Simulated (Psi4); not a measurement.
BaF (SMILES [F][Ba+]), charge +1, singlet, geometry from GFN2-xTB (such geometries of metal compounds can be far from the true shape) (core potentials on Ba); B3LYP5/def2-SVP (Psi4 1.11).

Here is a job for Psi4.
```
memory 2 GB

molecule mol {
1 1
  Ba   -0.000000   -0.000000   -0.325436
  F     0.000000    0.000000    2.024934
}

set basis def2-svp
set reference rks

energy('b3lyp5')
print_variables()
```

What the program printed (banner, timings and long lists left out):

```
   => Loading Basis Set <=

    Name: DEF2-SVP
    Role: ORBITAL
    Keyword: BASIS

    !!!  WARNING: ECP capability is in beta. Please check occupations closely.  !!!

         ---------------------------------------------------------
                                   SCF
               by Justin Turney, Rob Parrish, Andy Simmonett
                          and Daniel G. A. Smith
                              RKS Reference
         ---------------------------------------------------------

  ==> Geometry <==

    Molecular point group: c2v
    Full point group: C_inf_v

    Geometry (in Angstrom), charge = 1, multiplicity = 1:

       Center              X                  Y                   Z               Mass
    ------------   -----------------  -----------------  -----------------  -----------------
         BA           0.000000000000     0.000000000000    -0.284590427280   137.905247000000
         F            0.000000000000     0.000000000000     2.065779572720    18.998403162730

  Running in c2v symmetry.

  Rotational constants: A = ************  B =      0.18275  C =      0.18275 [cm^-1]
  Rotational constants: A = ************  B =   5478.72984  C =   5478.72984 [MHz]
  Nuclear repulsion =   20.263170888115486

  Charge       = 1
  Multiplicity = 1
  Electrons    = 18
  Nalpha       = 9
  Nbeta        = 9

  ==> Algorithm <==

  SCF Algorithm Type is DF.
  DIIS enabled.
  MOM disabled.
  Fractional occupation disabled.
  Guess Type is SAD.
  Energy threshold   = 1.00e-06
  Density threshold  = 1.00e-06
  Integral threshold = 1.00e-12

  ==> Primary Basis <==

  Basis Set: DEF2-SVP
    Blend: DEF2-SVP
    Number of shells: 16
    Number of basis functions: 44
    Number of Cartesian functions: 50
    Spherical Harmonics?: true
    Max angular momentum: 3

  Core potential: DEF2-SVP
    Number of shells: 4
    Number of ECP primitives: 10
    Number of ECP core electrons: 46
    Max angular momentum: 3

  ==> DFT Potential <==

   => LibXC <=

    Version 7.1.2
    S. Lehtola, C. Steigemann, M. J. T. Oliveira, and M. A. L. Marques,  SoftwareX 7, 1–5 (2018) (10.1016/j.softx.2017.11.002)

   => Composite Functional: B3LYP5 <=

    B3LYP5 Hyb-GGA Exchange-Correlation Functional

    P. J. Stephens, F. J. Devlin, C. F. Chabalowski, and M. J. Frisch,  J. Phys. Chem. 98, 11623 (1994) (10.1021/j100096a001)

    Deriv               =              1
    GGA                 =           TRUE
    Meta                =          FALSE

    Exchange Hybrid     =           TRUE
    MP2 Hybrid          =          FALSE

   => Exchange Functionals <=

    0.0800   Slater exchange
    0.7200         Becke 88

   => Exact (HF) Exchange <=

    0.2000               HF

   => Correlation Functionals <=

    0.1900   Vosko, Wilk & Nusair (VWN5)
    0.8100   Lee, Yang & Parr

   => LibXC Density Thresholds  <==

    XC_HYB_GGA_XC_B3LYP5:  1.00E-15

   => Molecular Quadrature <=

    Radial Scheme          =       TREUTLER
    Pruning Scheme         =           NONE
    Nuclear Scheme         =       TREUTLER

    Blocking Scheme        =         OCTREE
    BS radius alpha        =              1
    Pruning alpha          =              1
    Radial Points          =             75
    Spherical Points       =            302
    Total Points           =          43264
    Total Blocks           =            417
    Max Points             =            256
    Max Functions          =             44
    Weights Tolerance      =       1.00E-15

   => Loading Basis Set <=

    Name: (DEF2-SVP AUX)
    Role: JKFIT
    Keyword: DF_BASIS_SCF

  ==> Integral Setup <==

  SCF_SUBTYPE=INCORE selected. In-core MEM_DF algorithm will be used.
  Using in-core AOs.

  ==> MemDFJK: Density-Fitted J/K Matrices <==

    J tasked:                   Yes
    K tasked:                   Yes
    wK tasked:                   No
    Algorithm:                 Core
    Schwarz Cutoff:           1E-12
    Mask sparsity (%):       0.0000
    Fitting Condition:        1E-10

   => Auxiliary Basis Set <=

  Basis Set: (DEF2-SVP AUX)
    Blend: DEF2-UNIVERSAL-JKFIT
    Number of shells: 59
    Number of basis functions: 207
    Number of Cartesian functions: 264
    Spherical Harmonics?: true
    Max angular momentum: 5

  Minimum eigenvalue in the overlap matrix is 6.3810046888E-02.
  Reciprocal condition number of the overlap matrix is 2.3285395156E-02.
    Using symmetric orthogonalization.

  ==> Pre-Iterations <==

  SCF Guess: Superposition of Atomic Densities via on-the-fly atomic UHF (no occupation information).

   -------------------------
    Irrep   Nso     Nmo
   -------------------------
     A1        20      20
     A2         4       4
     B1        10      10
     B2        10      10
   -------------------------
    Total      44      44
   -------------------------

  ==> Iterations <==

                           Total Energy        Delta E     RMS |[F,P]|

   @DF-RKS iter SAD:  -124.85633850094639   -1.24856e+02   0.00000e+00
   @DF-RKS iter   1:  -124.88742367845181   -3.10852e-02   2.38980e-02 DIIS/ADIIS
   @DF-RKS iter   2:  -116.35236165882088    8.53506e+00   1.30020e-01 ADIIS
   @DF-RKS iter   3:  -124.23178328893606   -7.87942e+00   5.95652e-02 DIIS/ADIIS
   @DF-RKS iter   4:  -125.00124587229548   -7.69463e-01   1.30758e-02 DIIS/ADIIS
   @DF-RKS iter   5:  -125.03884040098487   -3.75945e-02   1.49998e-04 DIIS/ADIIS
   @DF-RKS iter   6:  -125.03884965741938   -9.25643e-06   2.77495e-05 DIIS
   @DF-RKS iter   7:  -125.03884989962420   -2.42205e-07   1.20993e-05 DIIS
   @DF-RKS iter   8:  -125.03884993942610   -3.98019e-08   6.46554e-07 DIIS
  Energy and wave function converged.

  ==> Post-Iterations <==

   Electrons on quadrature grid:
      Ntotal   =   18.0001063280 ; deviation = 1.063e-04

    Orbital Energies [Eh]
    ---------------------

    Doubly Occupied:

       1A1   -24.724023     2A1    -1.535745     3A1    -1.163716
       1B1    -0.945676     1B2    -0.945676     4A1    -0.924993
       5A1    -0.465712     2B2    -0.458410     2B1    -0.458410

    Virtual:

       6A1    -0.241418     7A1    -0.217447     1A2    -0.217446
       3B1    -0.196271     3B2    -0.196271     8A1    -0.179740
       4B1    -0.135615     4B2    -0.135615     9A1    -0.095233
      10A1    -0.073400     5B2    -0.059330     5B1    -0.059330
      11A1    -0.052998     2A2    -0.052995    12A1    -0.037726
       3A2    -0.037713     6B1    -0.034267     6B2    -0.034267
       7B1    -0.029925     7B2    -0.029925    13A1    -0.019115
      14A1     0.010232     8B1     0.881845     8B2     0.881845
      15A1     0.929107     9B1     1.144063     9B2     1.144063
      16A1     1.173120    17A1     1.728375    18A1     3.027616
       4A2     3.028296    10B1     3.030656    10B2     3.030656
      19A1     3.053367    20A1    82.570407

    Final Occupation by Irrep:
             A1    A2    B1    B2
    DOCC [     5,    0,    2,    2 ]
    NA   [     5,    0,    2,    2 ]
    NB   [     5,    0,    2,    2 ]

  @DF-RKS Final Energy:  -125.03884993942610

   => Energetics <=

    Nuclear Repulsion Energy =             20.2631708881154857
    One-Electron Energy =                -219.2839514297240555
    Two-Electron Energy =                  85.2906087735896818
    DFT Exchange-Correlation Energy =     -11.3086781714072213
    Empirical Dispersion Energy =           0.0000000000000000
    VV10 Nonlocal Energy =                  0.0000000000000000
    Total Energy =                       -125.0388499394261004

Computation Completed

Properties will be evaluated at   0.000000,   0.000000,   0.000000 [a0]

Properties computed using the SCF density matrix

 Multipole Moments:

 ------------------------------------------------------------------------------------
     Multipole            Electronic (a.u.)      Nuclear  (a.u.)        Total (a.u.)
 ------------------------------------------------------------------------------------

 L = 1.  Multiply by 2.5417464519 to convert [e a0] to [Debye]
 Dipole X            :          0.0000000            0.0000000            0.0000000
 Dipole Y            :          0.0000000            0.0000000            0.0000000
 Dipole Z            :        -32.8051516           29.7558390           -3.0493127
 Magnitude           :                                                    3.0493127

 ------------------------------------------------------------------------------------

  Variable Map:
  ----------------------------------------------------------------------------
  "CURRENT ENERGY"              =>    -125.038849939426
  "CURRENT REFERENCE ENERGY"    =>    -125.038849939426
  "DD SOLVATION ENERGY"         =>       0.000000000000
  "DFT FUNCTIONAL TOTAL ENERGY" =>    -125.038849939426
  "DFT TOTAL ENERGY"            =>    -125.038849939426
  "DFT VV10 ENERGY"             =>       0.000000000000
  "DFT XC ENERGY"               =>     -11.308678171407
  "GRID ELECTRONS ALPHA"        =>       9.000053164019
  "GRID ELECTRONS BETA"         =>       9.000053164019
  "GRID ELECTRONS TOTAL"        =>      18.000106328038
  "NUCLEAR REPULSION ENERGY"    =>      20.263170888115
  "ONE-ELECTRON ENERGY"         =>    -219.283951429724
  "PCM POLARIZATION ENERGY"     =>       0.000000000000
  "PE ENERGY"                   =>       0.000000000000
  "SCF ITERATION ENERGY"        =>    -125.038849939426
  "SCF ITERATIONS"              =>       8.000000000000
  "SCF TOTAL ENERGY"            =>    -125.038849939426
  "TWO-ELECTRON ENERGY"         =>      85.290608773590
  "XC GRID RADIAL POINTS"       =>      75.000000000000
  "XC GRID SPHERICAL POINTS"    =>     302.000000000000
  "XC GRID TOTAL POINTS"        =>   43264.000000000000

  Array Variable Map:
  ----------------------------------------------------------------------------
  "CURRENT DIPOLE"              =>       0.000000000000 ... -3.049312651229 1 by 3
  "SCF DIPOLE"                  =>       0.000000000000 ... -3.049312651229 1 by 3
  "SCF TOTAL ENERGIES"          =>    -124.856338500946 ... -125.038849939426 1 by 9
```
